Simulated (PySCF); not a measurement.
# The potential of point charges around `C=C1C(=C)[C@@H](OC)[C@@H]1F`

Species: `C=C1C(=C)[C@@H](OC)[C@@H]1F`. Coordinates (PBE0-D3(BJ)/def2-SVP, Å) and charges (e) from the PBE0/pcSseg-1 density (PySCF):

```json
{"atom": "C1", "x": "-2.606", "y": "-1.185", "z": "-0.657", "Mulliken": "-0.0567", "IAO": "-0.3049", "Hirshfeld": "-0.0916", "ESP-fitted": "-0.5173"}
{"atom": "C2", "x": "-1.431", "y": "-0.622", "z": "-0.374", "Mulliken": "-0.3068", "IAO": "-0.0207", "Hirshfeld": "-0.0150", "ESP-fitted": "+0.0644"}
{"atom": "C3", "x": "-0.879", "y": "0.745", "z": "-0.351", "Mulliken": "-0.2421", "IAO": "-0.0054", "Hirshfeld": "-0.0102", "ESP-fitted": "-0.0225"}
{"atom": "C4", "x": "-1.345", "y": "1.967", "z": "-0.095", "Mulliken": "-0.0473", "IAO": "-0.3042", "Hirshfeld": "-0.0909", "ESP-fitted": "-0.4861"}
{"atom": "C5", "x": "0.521", "y": "0.200", "z": "-0.536", "Mulliken": "+0.1107", "IAO": "+0.0652", "Hirshfeld": "+0.0313", "ESP-fitted": "+0.2256"}
{"atom": "O6", "x": "1.518", "y": "0.790", "z": "0.216", "Mulliken": "-0.4886", "IAO": "-0.3737", "Hirshfeld": "-0.1373", "ESP-fitted": "-0.3330"}
{"atom": "C7", "x": "2.789", "y": "0.262", "z": "-0.032", "Mulliken": "-0.0387", "IAO": "-0.1975", "Hirshfeld": "-0.0371", "ESP-fitted": "-0.1435"}
{"atom": "C8", "x": "-0.048", "y": "-1.183", "z": "-0.128", "Mulliken": "+0.3195", "IAO": "+0.1454", "Hirshfeld": "+0.0487", "ESP-fitted": "+0.1366"}
{"atom": "F9", "x": "0.338", "y": "-2.277", "z": "-0.845", "Mulliken": "-0.3205", "IAO": "-0.3132", "Hirshfeld": "-0.1181", "ESP-fitted": "-0.2398"}
{"atom": "H10", "x": "-3.484", "y": "-0.578", "z": "-0.896", "Mulliken": "+0.1249", "IAO": "+0.1569", "Hirshfeld": "+0.0527", "ESP-fitted": "+0.2214"}
{"atom": "H11", "x": "-2.714", "y": "-2.272", "z": "-0.679", "Mulliken": "+0.1268", "IAO": "+0.1600", "Hirshfeld": "+0.0533", "ESP-fitted": "+0.2190"}
{"atom": "H12", "x": "-0.665", "y": "2.822", "z": "-0.055", "Mulliken": "+0.1275", "IAO": "+0.1621", "Hirshfeld": "+0.0530", "ESP-fitted": "+0.2083"}
{"atom": "H13", "x": "-2.406", "y": "2.143", "z": "0.099", "Mulliken": "+0.1212", "IAO": "+0.1557", "Hirshfeld": "+0.0520", "ESP-fitted": "+0.2187"}
{"atom": "H14", "x": "0.784", "y": "0.157", "z": "-1.616", "Mulliken": "+0.1247", "IAO": "+0.1258", "Hirshfeld": "+0.0368", "ESP-fitted": "+0.0665"}
{"atom": "H15", "x": "2.848", "y": "-0.815", "z": "0.215", "Mulliken": "+0.1022", "IAO": "+0.1246", "Hirshfeld": "+0.0376", "ESP-fitted": "+0.0811"}
{"atom": "H16", "x": "3.082", "y": "0.384", "z": "-1.093", "Mulliken": "+0.0953", "IAO": "+0.1213", "Hirshfeld": "+0.0377", "ESP-fitted": "+0.0812"}
{"atom": "H17", "x": "3.506", "y": "0.806", "z": "0.598", "Mulliken": "+0.1266", "IAO": "+0.1571", "Hirshfeld": "+0.0519", "ESP-fitted": "+0.1258"}
{"atom": "H18", "x": "0.140", "y": "-1.368", "z": "0.945", "Mulliken": "+0.1213", "IAO": "+0.1456", "Hirshfeld": "+0.0452", "ESP-fitted": "+0.0935"}
```

Points outside the species (Å): A (-2.4, 2.5, 3.8); B (7.4, 0.8, 4.0); C (-3.2, -3.6, 4.9); D (-4.9, -0.9, -4.6).

**Question.** Find the potential V = 14.3996 V·Å × Σ q/r of each set of charges at these points.

**Answer.** In volts:

```tsv
point	nearest atom	distance (Å)	Mulliken	IAO	Hirshfeld	ESP-fitted
A	H13	3.72	-0.064	-0.033	-0.007	-0.077
B	H17	5.17	+0.044	+0.052	+0.026	+0.040
C	H18	5.64	-0.012	-0.002	-0.008	-0.016
D	H10	3.98	+0.030	+0.012	+0.003	-0.003
```

**Question.** How far are the other sets from the ESP-fitted one at these points?

**Answer.** Root-mean-square difference: Mulliken 0.018 V, IAO 0.025 V, Hirshfeld 0.036 V. The ESP scheme fits charges at the nuclei, held to the total charge, to the electrostatic potential on points at 1.4 to 2.0 times the van der Waals radii.

**Question.** What energy would a point charge of +2 e have at A in the field of the ESP charges, leaving out polarisation?

**Answer.** -0.154 eV = -14.9 kJ/mol, an attraction.

Isolated species at its PBE0-D3(BJ)/def2-SVP geometry (one conformer only).

The values belong to the conformer `[CH2:1]=[C:2]1[C:3](=[CH2:4])[C@@H:5]([O:6][CH3:7])[C@@H:8]1[F:9]`: C3–C5–O6–C7 -178°.
